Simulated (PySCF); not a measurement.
Problem. What does the PBE0-D3(BJ)/def2-SVP structure of `[C@H]1(CC)C(CCC(C1)=O)=O` look like in three dimensions?

Solution. 
```
atom  x, y, z in Å
C1     2.2370    0.6527   -0.8758
C2     1.2593   -0.4748   -0.5907
C3     0.4022   -0.2565    0.6643
C4    -0.5449   -1.4430    0.8973
C5    -1.6444   -1.4989   -0.1422
O6    -1.8877   -2.4914   -0.7827
C7    -2.4301   -0.2123   -0.2976
C8    -1.5296    1.0193   -0.4445
C9    -0.3956    1.0355    0.5607
O10   -0.1312    2.0118    1.2187
H11    2.9188    0.8113   -0.0261
H12    2.8489    0.4292   -1.7620
H13    1.7226    1.6090   -1.0585
H14    1.8061   -1.4228   -0.4554
H15    0.6053   -0.6426   -1.4647
H16    1.0682   -0.1321    1.5321
H17   -0.0021   -2.3988    0.8857
H18   -1.0273   -1.3404    1.8854
H19   -3.0420   -0.1039    0.6157
H20   -3.1200   -0.3230   -1.1449
H21   -1.0741    1.0211   -1.4503
H22   -2.0934    1.9560   -0.3411
```

Orientation and origin are arbitrary. Atoms count from 1 in this order. Of the pairs four or more bonds apart, C9···H13 is among the closest relative to their van der Waals radii: 2.73 Å, 94 % of the sum of Bondi's values. The C–C distances run from 1.514 Å (C4–C5, drawn single) to 1.536 Å (C3–C4, drawn single), a spread of 0.022 Å. The 6-membered ring C3–C4–C5–C7–C8–C9 has internal angles of 110.0° to 115.4°; it is puckered, 0.21 Å rms from its mean plane, widest ring torsion 53°.

Bonds between heavy atoms (Å): C1–C2 1.519, C2–C3 1.535, C3–C4 1.536, C4–C5 1.514, C5=O6 1.206, C5–C7 1.516, C7–C8 1.533, C8–C9 1.515, C9=O10 1.207, C3–C9 1.522.

Level of theory: PBE0-D3(BJ)/def2-SVP geometry optimisation, gas phase (PySCF 2.14.0).

Point group: C1 (no symmetry element, even within 0.4 Å). No PBE0-D3(BJ)/def2-SVP frequencies stand behind this structure, so it isn't proved a minimum. The numbers are those of one conformer (C1–C2–C3–C4 -179°, C2–C3–C4–C5 -70°, C3–C4–C5–O6 128°, C4–C5–C7–C8 49°, C5–C7–C8–C9 -46°).

On one thread of an Arm Neoverse V2, no GPU, on a shared host, this took 91 s. That covers the optimisation of the geometry.
